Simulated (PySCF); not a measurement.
## Pivaloyl Chloride: calculation and literature

Geometry (Å), atoms numbered from 1 in this order:
```xyz
16

C     0.090    1.361   -0.709
C    -0.067    0.033    0.024
C    -0.099   -1.121   -0.979
C     1.081   -0.162    1.016
C    -1.382    0.078    0.782
O    -2.158    0.966    0.816
Cl   -1.734   -1.421    1.717
H     0.105    2.199   -0.011
H     1.029    1.356   -1.265
H    -0.729    1.526   -1.411
H     0.836   -1.123   -1.543
H    -0.922   -1.008   -1.688
H    -0.201   -2.084   -0.479
H     1.091    0.627    1.771
H     1.014   -1.125    1.522
H     2.026   -0.121    0.471
```

What is known from experiment: δ 13C C2 49.4; C1/C3/C4 27.1 ppm (measured; solution, not stated per compound (mostly CDCl3 or CCl4); Pretsch, Buehlmann, Badertscher, Structure Determination of Organic Compounds, 4th ed. (2009)).

[PySCF 2.14: coordinates at the PBE0-D3(BJ)/def2-TZVP level; GIAO B97-2/pcSseg-2 shieldings; in vacuum; one conformer; relativity neglected; averaged over atoms made equivalent by symmetry, fast rotation or ring inversion]

**Question.** How close does the calculation come?

**Answer.** 
Reference values: measured (solution, not stated per compound (mostly CDCl3 or CCl4); Pretsch, Buehlmann, Badertscher, Structure Determination of Organic Compounds, 4th ed. (2009)).
| atoms | quantity | reference | computed | computed, scaled |
| --- | --- | --- | --- | --- |
| C2 | δ 13C | 49.4 | 53.3 | 49.4 |
| C1/C3/C4 | δ 13C | 27.1 | 29.7 | 26.6 |

Computed shifts are σ(ref) − σ with the named reference compound (TMS for H and C) calculated as an isolated molecule at the same level. The measured values may be among those fitted. Expected solution values come from regression of measured δ (H and C: mostly CDCl3, vs TMS) on computed σ: 13C (scatter 2.0 ppm rms, 2.1 ppm with the 1 outlier that the fit left out, with a fitted term for attached Cl). Occasional misses reach two or three times the rms, and more in compound classes unlike the fitted ones.

**Question.** How far are the unscaled 13C shifts from the references?

**Answer.** Mean signed difference +3.25 ppm, mean absolute 3.25 ppm over 2 comparisons; the largest is +3.9 ppm at C2 (quaternary sp3 carbon α to a carbonyl).
